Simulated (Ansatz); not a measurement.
`N[Si@@H](F)O[Si@@H](N)F` + `N[SiH2]S` → `N[SiH2]S[SiH](N)F` + `N[SiH](O)F`  (ligand exchange at the Si–O bond)

Computed with Ansatz on PBE0-D4/def2-TZVP structures; ΔE is electronic, products minus reactants. CCSD(T)/CBS is the MP2 limit (def2-TZVPP, def2-QZVPP) plus CCSD(T) − MP2 in def2-TZVPP, frozen cores. This one scheme is used for every species. Functionals use def2-TZVPP. B3LYP here is the variant with VWN-RPA as its local correlation; programs differ in this. Each species was taken in one conformer, which may not be the lowest.

`N[Si@@H](F)O[Si@@H](N)F`:

Cartesian coordinates in Å:
```
N 0.979 1.464 -1.973
Si 1.030 1.239 -0.299
F 0.541 2.506 0.543
O 0.013 0.025 0.051
Si -0.821 -0.795 1.174
N -1.342 -2.233 0.457
F 0.165 -1.007 2.414
H 0.119 1.370 -2.488
H 1.637 2.065 -2.441
H 2.413 0.981 0.139
H -1.971 -0.045 1.706
H -0.761 -2.732 -0.198
H -2.002 -2.839 0.915
```

`N[SiH2]S`:

Z-matrix (Å, degrees):
```
Si
S 1 2.151
N 1 1.706 2 111.5
H 1 1.484 2 111.6 3 -117.8
H 1 1.485 2 105.8 3 122.4
H 2 1.343 1 94.3 3 -148.1
H 3 1.006 1 122.1 2 53.2
H 3 1.006 1 120.4 2 -98.6
```

`N[SiH2]S[SiH](N)F`:

```xyz
13

N    -1.420    1.207   -0.726
Si    0.136    1.004   -1.395
S     0.955   -1.007   -1.387
Si    0.417   -1.538    0.577
N     0.649   -0.200    1.613
F    -1.133   -1.901    0.734
H    -1.509    1.095    0.273
H    -2.213    0.801   -1.199
H     1.077    1.885   -0.667
H     0.096    1.340   -2.838
H     1.134   -2.791    0.907
H     0.315   -0.238    2.564
H     1.496    0.342    1.544
```

`N[SiH](O)F`:

```xyz
8

N     0.697   -0.104   -0.954
Si   -0.323    0.385    0.314
O    -0.968   -0.909    1.065
F     0.622    1.241    1.274
H     1.461    0.482   -1.251
H     0.366   -0.694   -1.699
H    -1.481    1.235   -0.015
H    -0.374   -1.635    1.267
```

| level | ΔE (kJ/mol) |
| --- | --- |
| PBE0-D4 | 42.1 |
| B3LYP-D4 | 55.1 |
| B2PLYP | 61.0 |
| PBE0 | 47.7 |
| CCSD/def2-TZVPP | 62.0 |
| CCSD(T)/def2-TZVPP | 55.6 |
| MP2/def2-QZVPP | 50.4 |
| MP2/CBS(def2) | 48.6 |

What does CCSD(T)/CBS give? (Estimate.)

Ansatz gave: +54.4 kJ/mol. The listed levels differ from it by -12.3, 0.7, 6.6, -6.7, 7.6, 1.2, -4.0, -5.8 kJ/mol.

Largest T1 diagnostic among the species: 0.011.

In def2-TZVPP, CCSD(T) changes the Hartree–Fock value by −30.9 kJ/mol (the triples alone add −6.4 kJ/mol) and MP2 by −36.7 kJ/mol. From PBE to PBE0 (25 % exact exchange), in def2-TZVPP and without D4, ΔE moves by +6.1 kJ/mol.
